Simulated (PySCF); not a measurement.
SMILES C(C)(CC(C)=[OH+])C (charge +1) (GFN2-xTB optimised geometry):

```
20

C     -1.820     0.742     0.000
C     -0.356     0.742     0.000
O      0.319     0.583     1.071
C      0.394     0.878    -1.238
C      0.515    -0.524    -1.961
C      1.223    -0.294    -3.288
C      1.275    -1.516    -1.097
H     -2.221     0.300    -0.912
H     -2.165     1.782     0.000
H     -2.248     0.254     0.876
H     -0.181     0.435     1.897
H      1.410     1.220    -1.039
H     -0.115     1.544    -1.934
H     -0.496    -0.895    -2.152
H      2.234     0.071    -3.132
H      0.686     0.416    -3.911
H      1.283    -1.236    -3.827
H      0.729    -1.782    -0.195
H      1.440    -2.430    -1.663
H      2.248    -1.122    -0.814
```

Level of theory: PySCF 2.14.0 with CAM-B3LYP/def2-SVP.

Problem. What are the frontier orbital energies?

Solution. HOMO-2 -15.14 eV, HOMO-1 -15.06 eV, HOMO -15.00 eV, LUMO -6.23 eV, LUMO+1 -3.00 eV.

On the same geometry PBE/def2-SVP (PySCF 2.14.0) gives HOMO-2 -12.39 eV, HOMO-1 -12.23 eV, HOMO -12.16 eV, LUMO -8.40 eV, LUMO+1 -4.80 eV.

Meta-Löwdin charges at CAM-B3LYP/def2-SVP: C1 -0.33, C2 0.49, O3 -0.26, C4 -0.21, C5 -0.01, C6 -0.29, C7 -0.30, H8 0.17, H9 0.18, H10 0.14, H11 0.38, H12 0.14, H13 0.14, H14 0.09, H15 0.11, H16 0.11, H17 0.12, H18 0.09, H19 0.13, H20 0.11.
